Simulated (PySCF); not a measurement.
**Zn13O13: Orbital levels and atomic charges**

System: Zn13O13.

Cartesian coordinates (Å):
```
  1 Zn    2.0784    0.0194   -3.3953
  2 O     1.6998    1.6385   -3.7801
  3 Zn    0.8814    2.1852   -2.2902
  4 O    -0.8817    2.3487   -1.9614
  5 O    -2.6556    1.0522   -0.3675
  6 Zn   -1.3216    0.5564   -1.6122
  7 O    -0.3671   -0.9002   -1.1873
  8 O     0.3381   -3.4709   -0.3868
  9 Zn    0.9133   -2.4181   -1.7674
 10 O     2.2558   -1.3512   -2.2642
 11 Zn    1.9350   -0.2864   -0.6591
 12 O     1.6380    1.5130   -0.6784
 13 Zn    0.8982    2.2084    0.8021
 14 O    -0.7705    2.9923    1.1857
 15 Zn   -1.6903    2.6680   -0.3088
 16 O    -2.1437    0.2850    2.7241
 17 Zn   -2.8526   -0.0391    0.9965
 18 O    -2.5236   -1.8967    1.1051
 19 Zn   -1.0364   -2.1892    0.1366
 20 O     0.1969   -1.9449    2.2759
 21 Zn    1.3356   -2.7625    0.9650
 22 O     2.3790   -1.2294    0.8306
 23 Zn    1.2841   -0.3893    2.0970
 24 O     0.8896    1.2797    2.4358
 25 Zn   -0.9736    1.6030    2.4462
 26 Zn   -1.5063   -1.4717    2.6582
```

Method: PBE/def2-SVP, gas phase, PySCF, fitting set def2-universal-JFIT, grid level 1.

The bonding changed from the starting structure during the optimisation; the coordinates given are those used.

Problem. Give the orbital energies near the gap.

Solution. 
```json
{"orbital": "HOMO-4", "eV": "-5.77"}
{"orbital": "HOMO-3", "eV": "-5.65"}
{"orbital": "HOMO-2", "eV": "-5.63"}
{"orbital": "HOMO-1", "eV": "-5.45"}
{"orbital": "HOMO", "eV": "-5.18"}
{"orbital": "LUMO", "eV": "-3.17"}
{"orbital": "LUMO+1", "eV": "-2.24"}
{"orbital": "LUMO+2", "eV": "-2.04"}
{"orbital": "LUMO+3", "eV": "-1.62"}
```

Problem. Give the partial charges of the non-hydrogen atoms.

Solution. 
```
atom  Mulliken    IAO  Hirshfeld
 Zn1      0.65   1.35       0.44
  O2     -0.64  -1.35      -0.45
 Zn3      0.71   1.42       0.38
  O4     -0.68  -1.38      -0.40
  O5     -0.69  -1.43      -0.41
 Zn6      0.65   1.37       0.40
  O7     -0.70  -1.42      -0.39
  O8     -0.66  -1.33      -0.40
 Zn9      0.69   1.38       0.44
 O10     -0.67  -1.34      -0.38
Zn11      0.67   1.37       0.35
 O12     -0.70  -1.39      -0.39
Zn13      0.68   1.39       0.41
 O14     -0.68  -1.38      -0.40
Zn15      0.69   1.42       0.41
 O16     -0.68  -1.39      -0.41
Zn17      0.68   1.40       0.40
 O18     -0.67  -1.38      -0.41
Zn19      0.66   1.35       0.37
 O20     -0.69  -1.42      -0.40
Zn21      0.68   1.40       0.43
 O22     -0.66  -1.39      -0.40
Zn23      0.67   1.39       0.39
 O24     -0.68  -1.42      -0.40
Zn25      0.68   1.40       0.41
Zn26      0.69   1.40       0.43
```
